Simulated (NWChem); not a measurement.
# SiHI₂ cation

```xyz
4

I      2.0519     0.0000    -0.1496
Si     0.0000     0.0000     0.9581
I     -2.0519     0.0000    -0.1496
H      0.0000     0.0000     2.4395
```
Atoms are numbered in this order, from 1.

Results from NWChem. Pople sets run with spherical d functions. All runs use the structure optimised with PBE0/def2-SVP (def2 core potentials past Kr).

For level PBE0/STO-3G, non-relativistic:

```yaml
highest occupied level (eV): -11.62
orbital gap (eV): 4.78
```

Q: What are these values for level PBE0/6-311G**, non-relativistic?

A: The highest occupied level (eV) comes out as -13.24. The orbital gap (eV) comes out as 4.58.
